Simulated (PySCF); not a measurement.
Si(Me)(Cl)3, SMILES C[Si](Cl)(Cl)Cl (B3LYP/def2-SVP optimised geometry):

```
8

C     -0.808     0.602     0.000
Si    -0.158    -1.138     0.000
Cl     1.909    -1.138     0.000
Cl    -0.813    -2.155     1.677
Cl    -0.812    -2.155    -1.677
H     -0.456     1.138    -0.895
H     -1.909     0.596     0.000
H     -0.457     1.138     0.895
```

Calculation: B3LYP/def2-TZVP run with PySCF.

What are the frontier orbital energies and the dipole moment?

HOMO-2 -9.17 eV, HOMO-1 -9.11 eV, HOMO -8.88 eV, LUMO -0.37 eV, LUMO+1 0.63 eV; dipole moment 2.02 D.

On the same geometry PySCF with PBE/def2-TZVP gives HOMO-2 -8.03 eV, HOMO-1 -7.99 eV, HOMO -7.74 eV, LUMO -1.12 eV, LUMO+1 -0.17 eV; dipole moment 1.99 D.

Meta-Löwdin charges at B3LYP/def2-TZVP: C1 -0.60, Si2 1.01, Cl3 -0.28, Cl4 -0.28, Cl5 -0.28, H6 0.14, H7 0.14, H8 0.14.
